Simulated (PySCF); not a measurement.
SCF from a fresh guess for singlet IH7, at the r2SCAN minimum. PySCF input:

```python
from pyscf import gto, scf, dft
mol = gto.M(atom='''
I      0.000000     0.000000     0.000000
H      0.000392    -0.000304     1.779273
H      1.045753     1.347727    -0.000000
H     -1.336803     1.037277     0.550298
H     -1.045753    -1.347727     0.000000
H      1.337046    -1.037465     0.549354
H      0.825948    -0.640884    -1.439754
H     -0.826582     0.641376    -1.439170''',
    basis={'I': 'def2-TZVP', 'H': 'def2-TZVP'},
    ecp={'I': 'def2-TZVP'},
    charge=0, spin=0)
mf = dft.RKS(mol, xc='PBE')
mf.grids.atom_grid = (50, 194)
aux = {'I': 'def2-universal-JKFIT', 'H': 'def2-universal-JKFIT'}
mf = mf.density_fit(auxbasis=aux)
mf.conv_tol = 1e-08
mf.diis_space = 10
mf.max_cycle = 60
mf.init_guess = 'minao'
mf.verbose = 4
mf.kernel()
```

Excerpt of the output (cycles and frontier levels):

```
init E= -259.605308451336
  HOMO = -0.700201117225765  LUMO = -0.627742936564617  gap/eV = 1.97169
cycle= 1 E= -298.561252287479  delta_E=  -39  |g|= 4.16  |ddm|= 19.2
  HOMO = -0.0369479795423083  LUMO = 0.119222891279313  gap/eV = 4.24963
cycle= 2 E= -296.732553805583  delta_E= 1.83  |g|= 5.18  |ddm|= 9.77
  HOMO = -0.232481200319259  LUMO = -0.170829457895945  gap/eV = 1.67763
cycle= 3 E= -301.391402745057  delta_E= -4.66  |g|= 0.116  |ddm|= 5.27
  HOMO = -0.182286189614945  LUMO = -0.129846252426786  gap/eV = 1.42696
cycle= 4 E= -301.394302130801  delta_E= -0.0029  |g|= 0.0773  |ddm|= 0.405
  HOMO = -0.195910953806266  LUMO = -0.143190521297424  gap/eV = 1.43460
cycle= 5 E= -301.396606368687  delta_E= -0.0023  |g|= 0.016  |ddm|= 0.168
  HOMO = -0.197866147385627  LUMO = -0.143491114894265  gap/eV = 1.47962
cycle= 6 E= -301.39669291762  delta_E= -8.65e-05  |g|= 0.00554  |ddm|= 0.039
  HOMO = -0.197205885046999  LUMO = -0.143364428479352  gap/eV = 1.46510
cycle= 7 E= -301.396711265075  delta_E= -1.83e-05  |g|= 0.000558  |ddm|= 0.0142
  HOMO = -0.197144955418857  LUMO = -0.143288558482948  gap/eV = 1.46551
cycle= 8 E= -301.39671141127  delta_E= -1.46e-07  |g|= 7.86e-05  |ddm|= 0.00124
  HOMO = -0.197144862533904  LUMO = -0.143288764396546  gap/eV = 1.46550
cycle= 9 E= -301.396711411718  delta_E= -4.49e-10  |g|= 7.31e-05  |ddm|= 0.000541
  HOMO = -0.197144367936294  LUMO = -0.143289267143631  gap/eV = 1.46547
Extra cycle  E= -301.396711396029  delta_E= 1.57e-08  |g|= 0.000165  |ddm|= 0.000868
converged SCF energy = -301.396711396029
```

No lower solution of this spin was found by a stability analysis within the restricted form, which does not test spin polarisation.

The search for the lowest solution, with the stability check, took 6.3 s on 2 threads of a shared Arm Neoverse V1 host, with 92 basis functions; the process peaked at 0.46 GiB.
